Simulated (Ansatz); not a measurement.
`[F][Sn]([SH])([Cl])[Cl]`, one more setting.

```yaml
crystal:
  periodic: [false, false, false]
  atoms:
    - {symbol: F, position_ang: [-1.880162, 0.379790, 0.704729]}
    - {symbol: Sn, position_ang: [-0.327308, -0.054434, -0.301247]}
    - {symbol: S, position_ang: [1.341423, -0.979420, 1.083838]}
    - {symbol: Cl, position_ang: [-0.997885, -1.567091, -1.880854]}
    - {symbol: Cl, position_ang: [0.290132, 1.931072, -1.268589]}
    - {symbol: H, position_ang: [1.615901, 0.226185, 1.615921]}
basis:
  gaussian: {orbitals: ANO-RCC-VTZP}
total_charge: 1
magnetization: {spin_polarized: true, initial_magnetization: 1}
hamiltonian: {xc: {name: HF}}
correlation: {method: mp2}
```

```sh
$ ansatz run in.yaml --threads 4 --pin off --events-out ev --progress --plain --max-ram 10444MiB
```

It prints (some lines left out):

```
Functional definition: HF
1469 factors; integrals over basis functions are off by at most 8.8e-4 eV
mean field evaluation 1: about -206641.9388 eV, gradient 3.8e1 eV
mean field evaluation 2: about -206642.0668 eV, gradient 3.8e1 eV
mean field evaluation 4: about -206648.1027 eV, gradient 3.2e0 eV
mean field evaluation 8: about -206648.2226 eV, gradient 1.9e-1 eV
mean field evaluation 16: about -206648.2244 eV, gradient 1.6e-6 eV
mean field -206648.22439840 eV, -7594.1821754440 hartree, gradient 1.9e-6 eV, S^2 0.764915; 3 other end points of the search recorded, 0 dependent functions left out
34 core orbitals not correlated: weight in the atoms' cores, before any rotation towards them, 1.000 or more for the frozen orbitals, at most 0.000 for the correlated occupied ones
reference -206648.22439840 eV, -7594.1821754440 hartree; 21, 20 occupied and 159, 160 virtual orbitals, 1469 factors
second order -34.80061013 eV of doubles, -0.00000000 eV of singles
Total energy: -206683.02500854 eV, -7595.4610742778 hartree
Relativity: scalar
```

Run time 20 s (4 threads of an Intel Xeon 6975P-C on a shared host); peak host memory 1.2 GiB.
